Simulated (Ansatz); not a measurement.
Ansatz (an electronic-structure program) input for Br₂GaHO, SMILES [OH][Ga]([Br])[Br], PBE/def2-SVPD. Coordinates come from a PBE0-D3(BJ)/def2-SVP optimisation. The structure was generated by enumeration; whether it is a known compound was not checked. Other conformers were not sampled.

Ansatz 0.2 input:
```yaml
crystal:
  periodic: [false, false, false]
  atoms:
    - {symbol: Ga, position_ang: [0.55880834, 0.00661602, 0.00000000]}
    - {symbol: Br, position_ang: [-0.56394217, -1.97009483, -0.00000000]}
    - {symbol: Br, position_ang: [-0.54059291, 1.97916564, -0.00000000]}
    - {symbol: O, position_ang: [2.32578336, 0.03923122, 0.00000000]}
    - {symbol: H, position_ang: [2.72940220, -0.83642445, -0.00000001]}
basis:
  gaussian:
    orbitals: def2-SVPD
hamiltonian:
  xc: {name: PBE}
```

Program output:

```
WARN ansatz: RAYON_NUM_THREADS=1 ignored (pool sized by the plan → 1); use --threads N
Functional definition: PBE
integrals: 0.12 GiB planned
1542 factors; their error is unknown
mean field: 0.59 GiB planned
mean field evaluation 1: about -194473.6543 eV, gradient 7.0e1 eV
mean field evaluation 2: about -194363.0416 eV, gradient 1.9e2 eV
mean field evaluation 4: about -194480.9474 eV, gradient 2.5e1 eV
mean field evaluation 8: about -194482.0458 eV, gradient 2.4e-1 eV
mean field evaluation 16: about -194481.9820 eV, gradient 1.1e-4 eV
mean field -194481.98200281 eV, -7147.0810139812 hartree, gradient 6.2e-5 eV, S^2 0.000000; 0 other end points of the search recorded, 0 dependent functions left out
reference -194481.98205638 eV, -7147.0810159497 hartree; 55, 55 occupied and 96, 96 virtual orbitals, 1542 factors
Total energy: -194481.98205638 eV, -7147.0810159497 hartree
```

The run converged.
